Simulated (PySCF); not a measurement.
## Basis-set dependence of population analyses: `C=N[SiH2][SiH2]C`

C2H9NSi2.
Geometry (PBE0-D3(BJ)/def2-SVP, Å), atoms numbered from 1 in this order:
```
atom  x, y, z in Å
C1    -2.5869    0.9849    0.1115
N2    -1.5981    0.3119   -0.2909
Si3   -0.9056   -1.0928    0.5172
Si4    1.2370   -0.4041    1.1745
C5     2.1288    0.3311   -0.3117
H6    -3.1840    0.7491    1.0197
H7    -2.9207    1.8796   -0.4477
H8    -0.8242   -2.1885   -0.4955
H9    -1.7430   -1.5709    1.6739
H10    1.0852    0.6212    2.2574
H11    1.9938   -1.5622    1.7506
H12    2.3021   -0.4388   -1.0789
H13    1.5070    1.1214   -0.7589
H14    3.0999    0.7626   -0.0262
```

PBE0 throughout (PySCF), one geometry, spherical d and f functions. Geometry: PBE0-D3(BJ)/def2-SVP, one conformer, isolated molecule. The first 7 of 10 kinds of atom are listed.

Mulliken charges (e):

| basis | functions | C1 | N2 | Si3 | Si4 | C5 | H6 | H7 |
| --- | --- | --- | --- | --- | --- | --- | --- | --- |
| STO-3G | 42 | -0.059 | -0.388 | +0.510 | +0.440 | -0.391 | +0.056 | +0.075 |
| 6-31G | 71 | -0.123 | -0.546 | +0.555 | +0.438 | -0.805 | +0.137 | +0.167 |
| pcSseg-0 | 71 | -0.100 | -0.786 | +0.552 | +0.379 | -1.140 | +0.195 | +0.225 |
| 6-31G* | 96 | -0.150 | -0.415 | +0.387 | +0.287 | -0.758 | +0.149 | +0.169 |
| cc-pVDZ | 123 | +0.064 | -0.311 | +0.275 | +0.140 | -0.262 | +0.034 | +0.050 |
| def2-SVP | 123 | +0.043 | -0.360 | +0.356 | +0.227 | -0.353 | +0.043 | +0.060 |
| aug-cc-pVDZ | 204 | +0.640 | -0.418 | -0.276 | -0.310 | +0.392 | -0.225 | -0.265 |
| 6-311+G(2d,p) | 205 | -0.160 | -0.369 | +0.369 | +0.358 | -0.697 | +0.110 | +0.121 |
| def2-TZVP | 221 | -0.112 | -0.279 | +0.212 | +0.116 | -0.495 | +0.100 | +0.122 |
| IGLO-III | 283 | -0.006 | -0.513 | +0.645 | +0.526 | -0.605 | +0.071 | +0.112 |
| cc-pVTZ | 284 | -0.057 | -0.251 | +0.216 | +0.126 | -0.385 | +0.069 | +0.102 |
| pcSseg-2 | 320 | +0.082 | -0.431 | +0.475 | +0.375 | -0.293 | +0.024 | +0.062 |

IAO charges (e):

| basis | functions | C1 | N2 | Si3 | Si4 | C5 | H6 | H7 |
| --- | --- | --- | --- | --- | --- | --- | --- | --- |
| STO-3G | 42 | -0.154 | -0.413 | +0.553 | +0.511 | -0.643 | +0.090 | +0.122 |
| 6-31G | 71 | -0.118 | -0.463 | +0.455 | +0.363 | -0.685 | +0.108 | +0.149 |
| pcSseg-0 | 71 | -0.097 | -0.464 | +0.442 | +0.335 | -0.684 | +0.102 | +0.141 |
| 6-31G* | 96 | -0.081 | -0.506 | +0.561 | +0.448 | -0.691 | +0.103 | +0.137 |
| cc-pVDZ | 123 | -0.084 | -0.497 | +0.555 | +0.449 | -0.690 | +0.101 | +0.136 |
| def2-SVP | 123 | -0.076 | -0.498 | +0.564 | +0.458 | -0.683 | +0.099 | +0.132 |
| aug-cc-pVDZ | 204 | -0.088 | -0.509 | +0.559 | +0.452 | -0.702 | +0.104 | +0.141 |
| 6-311+G(2d,p) | 205 | -0.087 | -0.519 | +0.585 | +0.473 | -0.713 | +0.105 | +0.141 |
| def2-TZVP | 221 | -0.085 | -0.520 | +0.592 | +0.479 | -0.716 | +0.105 | +0.140 |
| IGLO-III | 283 | -0.087 | -0.521 | +0.590 | +0.478 | -0.717 | +0.106 | +0.141 |
| cc-pVTZ | 284 | -0.086 | -0.515 | +0.581 | +0.468 | -0.714 | +0.105 | +0.140 |
| pcSseg-2 | 320 | -0.085 | -0.520 | +0.589 | +0.476 | -0.715 | +0.105 | +0.141 |

Hirshfeld charges (e):

| basis | functions | C1 | N2 | Si3 | Si4 | C5 | H6 | H7 |
| --- | --- | --- | --- | --- | --- | --- | --- | --- |
| STO-3G | 42 | +0.016 | -0.253 | +0.342 | +0.289 | -0.122 | +0.006 | +0.020 |
| 6-31G | 71 | +0.024 | -0.250 | +0.251 | +0.222 | -0.183 | +0.039 | +0.050 |
| pcSseg-0 | 71 | +0.018 | -0.236 | +0.276 | +0.249 | -0.190 | +0.033 | +0.046 |
| 6-31G* | 96 | +0.032 | -0.239 | +0.243 | +0.217 | -0.184 | +0.042 | +0.049 |
| cc-pVDZ | 123 | +0.023 | -0.219 | +0.258 | +0.239 | -0.196 | +0.037 | +0.046 |
| def2-SVP | 123 | +0.024 | -0.225 | +0.266 | +0.247 | -0.200 | +0.038 | +0.046 |
| aug-cc-pVDZ | 204 | +0.017 | -0.241 | +0.268 | +0.245 | -0.214 | +0.044 | +0.051 |
| 6-311+G(2d,p) | 205 | +0.021 | -0.246 | +0.269 | +0.244 | -0.205 | +0.044 | +0.051 |
| def2-TZVP | 221 | +0.021 | -0.238 | +0.264 | +0.241 | -0.208 | +0.043 | +0.050 |
| IGLO-III | 283 | +0.016 | -0.239 | +0.270 | +0.245 | -0.212 | +0.043 | +0.051 |
| cc-pVTZ | 284 | +0.020 | -0.233 | +0.263 | +0.240 | -0.208 | +0.042 | +0.050 |
| pcSseg-2 | 320 | +0.019 | -0.242 | +0.271 | +0.247 | -0.216 | +0.044 | +0.051 |

Q: Which scheme is steadiest as the basis changes?

A: Largest range over the bases for any column: Hirshfeld 0.10 e, IAO 0.18 e, Mulliken 1.53 e. Hirshfeld charges move least and Mulliken charges most, counted in e. Without the minimal STO-3G basis the ranges are Hirshfeld 0.03, IAO 0.15, Mulliken 1.53 e.

Q: How much do the charges still move between the two largest bases, cc-pVTZ and pcSseg-2?

A: At most, over all atoms: Mulliken 0.259 e, IAO 0.008 e, Hirshfeld 0.009 e.

Q: What do the same runs give for the total energy, the frontier levels and the dipole moment?

A: 
```
        basis  energy (Eh)  HOMO (eV)  LUMO (eV)  μ (D)
       STO-3G    -706.5948      -3.91       3.06   1.17
        6-31G    -714.7991      -6.71      -0.52   0.84
     pcSseg-0    -713.9310      -6.84      -0.73   1.06
       6-31G*    -714.9009      -6.92      -0.57   0.77
      cc-pVDZ    -714.9416      -6.95      -0.69   0.74
     def2-SVP    -714.6599      -7.02      -0.80   0.78
  aug-cc-pVDZ    -714.9532      -7.11      -1.02   0.79
6-311+G(2d,p)    -715.0019      -7.16      -1.05   0.83
    def2-TZVP    -715.0142      -7.13      -0.98   0.82
     IGLO-III    -715.0187      -7.16      -1.03   0.82
      cc-pVTZ    -715.0152      -7.10      -0.91   0.81
     pcSseg-2    -715.0273      -7.15      -1.02   0.83
```

The dipole is fixed by the density alone, so its range of 0.43 D shows that the density itself changes with the basis, not only its division among atoms.
